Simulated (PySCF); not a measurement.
This PySCF input asks for the NMR shieldings of `[SiH3]N([SiH3])[SiH]1N[SiH2]N1`, H11N3Si4; the geometry comes from PBE0-D3(BJ)/def2-SVP.

```python
import basis_set_exchange as bse
import numpy as np
from pyscf import gto, dft
from pyscf.prop import nmr

atoms = """
Si   -1.144301    1.551555   -0.130312
N    -1.045798   -0.189404    0.129284
Si   -2.509781   -1.149839    0.151379
Si    0.558435   -0.823612    0.359401
N     1.631240   -0.837367   -1.017464
Si    2.714175    0.347281   -0.332117
N     1.626120    0.377359    1.040421
H    -1.002684    2.326064    1.138600
H    -0.113938    2.007894   -1.108027
H    -2.502840    1.829488   -0.693965
H    -3.160768   -1.195338   -1.194602
H    -2.155514   -2.541467    0.560740
H    -3.502938   -0.589062    1.118781
H     0.410085   -2.125235    1.067544
H     1.535024   -1.218113   -1.947005
H     2.838319    1.630571   -1.092172
H     4.100024   -0.127441   -0.028022
H     1.714238    0.755493    1.972260
"""
names = dict.fromkeys(["Si", "N", "H"], "pcSseg-1")
basis = {el: gto.basis.parse(bse.get_basis(n, elements=[el], fmt="nwchem")) for el, n in names.items()}
mol = gto.M(atom=atoms, basis=basis, charge=0, verbose=0)
mf = dft.RKS(mol, xc="PBE0")
mf.grids.level = 2
mf.grids.alignment = dft.numint.BLKSIZE   # the property module wants whole blocks of grid points
mf.conv_tol = 1e-9
mf.kernel()

calc = nmr.RKS(mf)   # GIAO
C = mf.mo_coeff
Co = C[:, mf.mo_occ > 0]
resp = mf.gen_response(singlet=True, hermi=2)
def vind(x):   # induced exchange potential for any number of trial vectors
    d = np.einsum("pi,xij,qj->xpq", C, 2 * x.reshape(-1, C.shape[1], Co.shape[1]), Co, optimize=True)
    return np.einsum("xpq,pi,qj->xij", resp(d - d.transpose(0, 2, 1)), C, Co, optimize=True).ravel()
mo1, _ = nmr.rhf.solve_mo1(calc, with_cphf=vind)
sigma = calc.kernel(mo1)
for i, s in enumerate(sigma):   # ppm
    w = np.linalg.eigvalsh((s + s.T) / 2)
    print("%2d %-2s iso %8.1f  s11 %8.1f  s22 %8.1f  s33 %8.1f" % (i, mol.atom_pure_symbol(i), w.mean(), *w))
```

Task: What does it print?

Result: 
```
 0 Si iso    405.6  s11    366.6  s22    388.5  s33    461.6
 1 N  iso    234.8  s11    190.8  s22    243.8  s33    269.8
 2 Si iso    405.7  s11    366.3  s22    380.8  s33    470.0
 3 Si iso    375.2  s11    364.0  s22    372.3  s33    389.3
 4 N  iso    230.9  s11    194.3  s22    218.0  s33    280.4
 5 Si iso    376.6  s11    353.1  s22    363.4  s33    413.3
 6 N  iso    232.7  s11    196.5  s22    224.9  s33    276.7
 7 H  iso     26.6  s11     23.0  s22     24.6  s33     32.2
 8 H  iso     26.5  s11     22.6  s22     26.1  s33     30.7
 9 H  iso     26.7  s11     23.0  s22     25.3  s33     31.6
10 H  iso     26.6  s11     22.9  s22     24.7  s33     32.3
11 H  iso     26.5  s11     23.0  s22     25.4  s33     31.1
12 H  iso     26.6  s11     22.9  s22     24.6  s33     32.3
13 H  iso     25.8  s11     21.5  s22     24.6  s33     31.4
14 H  iso     30.7  s11     23.6  s22     25.6  s33     43.1
15 H  iso     25.6  s11     22.1  s22     23.7  s33     31.1
16 H  iso     25.7  s11     22.4  s22     23.2  s33     31.6
17 H  iso     30.7  s11     23.6  s22     25.4  s33     43.1
```

These numbers come from an equivalent density-fitted implementation of the same equations, which agrees with the script to about 0.01 ppm for H and up to a few tenths of a ppm for heavy atoms, so last digits may differ.

Size and cost of the density-fitted run: 202 basis functions, 31 s wall time on 1 thread of an Arm Neoverse V1, shared host; peak memory 1 GiB.
